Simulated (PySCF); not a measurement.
Gas-phase reaction: 2 AlBr + 2 F2 = 2 AlF2 + Br2

Method: PySCF energies plus ideal-gas RRHO corrections (1 bar). Table values come from the NASA 1993 polynomials. After a fit of one offset per element over all species, the range-separated, M06-2X, PBE0/def2-QZVP and CCSD(T)/def2-TZVPP enthalpies, where run, lie to one side of the table for AlBr (-34 kJ/mol), AlF2 (+60 kJ/mol): a fault of the table's entry, another state or a shared error of the levels is possible; this was not checked at source. † marks an energy on the PBE0/def2-TZVP geometry and frequencies; other levels use their own. 6-31G* has spherical d functions here. Open shells (unrestricted): AlF2 (multiplicity 2); the rest are closed-shell singlets. B3LYP is the form with VWN-RPA correlation. Br: all electrons, no relativistic terms. For this reaction the table lies outside the span of B3LYP, CCSD(T), M06-2X, MP2, PBE0, r2SCAN, ωB97M-V, ωB97X-V in their largest bases here; which side is off was not settled. The harmonic model lacks anharmonicity and excited electronic states, which grow with temperature; levels with a mode under 35 cm⁻¹ are left out. The table's entry may be an old estimate for AlBr, AlF2 (not checked at source).

```tsv
level	ΔH°(298 K), kJ	minus table	ΔG°(1400 K), kJ
table	-1390.0	-	-1233.0
B3LYP/def2-TZVP†	-1220.4	169.6	-1070.8
BLYP/def2-TZVP†	-1174.6	215.4	-1025.0
HF/6-31G*	-1300.3	89.7	-1146.3
PBE/def2-SVP	-1116.1	273.9	-968.0
PBE0/def2-SVP†	-1162.5	227.5	-1012.8
LDA/def2-TZVP†	-1213.2	176.8	-1063.6
ωB97M-V/def2-TZVP†	-1188.1	201.9	-1038.5
ωB97X-V/def2-TZVP†	-1220.1	169.9	-1070.4
```
